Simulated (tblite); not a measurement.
Run record: molecular-dynamics run, `C[C@@H]1C[C@@]1(F)C(=O)F`.

Computed with GFN2-xTB (tblite), gas phase: Langevin dynamics at 300 K from the optimised GFN2-xTB geometry, time step 0.5 fs, friction 0.01 fs⁻¹, 2000 steps. The input is one job of a driver script: a line of settings, then coordinates in Å. «temperature» is in K, «steps» counts time steps and «every» is the stride of the printed frames; «frames» go on to single points.

Command:
```bash
OMP_NUM_THREADS=1 python probes_run.py task.json out
```

Input:
```
{"job": {"kind": "md", "xc": "GFN2-xTB", "basis": "xTB", "temperature": 300, "steps": 2000, "every": 50, "frames": 5}, "charge": 0, "multiplicity": 1}
C     -1.647858     0.124632     0.857649
C     -0.352676     0.531589     0.208207
C     -0.097639     0.243990    -1.232818
C      0.638968    -0.555880    -0.181417
F      0.240150    -1.848991    -0.007745
C      2.079228    -0.391348     0.048781
O      2.896594    -1.171417     0.382353
F      2.438739     0.917629    -0.172586
H     -2.006678    -0.816472     0.448755
H     -2.399071     0.892776     0.686171
H     -1.513923     0.006087     1.930833
H      0.093996     1.431257     0.614678
H      0.478685     0.938897    -1.823557
H     -0.849193    -0.303222    -1.781471
```

Q: What does the run print? One trajectory will do; the random numbers aren't given.

A: 
```
t/fs     T/K      E/eV
    0.0   232.4   -742.09500
   25.0   194.5   -741.80404
   50.0   158.1   -741.79240
   75.0   156.8   -741.74052
  100.0   188.4   -741.67082
  125.0   252.7   -741.63476
  150.0   310.0   -741.70150
  175.0   274.8   -741.60130
  200.0   295.5   -741.62670
  225.0   300.0   -741.65587
  250.0   337.0   -741.65641
  275.0   234.7   -741.60280
  300.0   376.0   -741.83247
  325.0   345.4   -741.63561
  350.0   317.0   -741.64558
  375.0   292.4   -741.54856
  400.0   345.4   -741.66538
  425.0   271.4   -741.65595
  450.0   317.1   -741.63510
  475.0   228.5   -741.48960
  500.0   298.5   -741.50470
  525.0   293.4   -741.54136
  550.0   359.3   -741.68842
  575.0   286.2   -741.51435
  600.0   302.1   -741.60523
  625.0   270.1   -741.62907
  650.0   339.6   -741.71013
  675.0   201.6   -741.60917
  700.0   266.1   -741.69073
  725.0   222.2   -741.68711
  750.0   293.4   -741.71039
  775.0   160.5   -741.65564
  800.0   300.4   -741.78513
  825.0   263.9   -741.62790
  850.0   262.0   -741.67334
  875.0   279.7   -741.57569
  900.0   293.9   -741.55667
  925.0   340.7   -741.65022
  950.0   302.2   -741.58607
  975.0   374.7   -741.69348
 1000.0   265.4   -741.64909
```

E is the potential energy; T comes from the kinetic energy over all 3N coordinates.

Q: Sum up the printed frames.

A: 41 frames over 1000 fs. T runs from 157 K (75 fs) to 376 K (300 fs), with a mean of 278 K over all frames and 285 K from 500 fs on. E starts at -742.095 eV, peaks 0.605 eV above that at 475 fs, and averages 0.460 eV above it from 500 fs on.

Q: Give the last frame.

A: 0.16 Å rms from the start after alignment:
```
atom  x, y, z in Å
C1     -1.314   -0.584    0.841
C2      0.051   -0.082    0.406
C3      0.652   -0.451   -0.866
C4      1.313   -1.035    0.304
F5      1.111   -2.341    0.569
C6      2.673   -0.633    0.935
O7      3.501   -1.326    1.420
F8      2.782    0.685    1.020
H9     -1.330   -1.678    0.596
H10    -2.095   -0.083    0.311
H11    -1.491   -0.429    1.889
H12     0.308    0.849    0.895
H13     1.113    0.378   -1.354
H14     0.113   -1.095   -1.574
```

Q: How long does this job take on Arm Neoverse N1, one thread, no GPU (shared host)? And the peak memory of the process?

A: About 15 s, with 0.18 GiB resident at the peak, the Python interpreter and its libraries included.
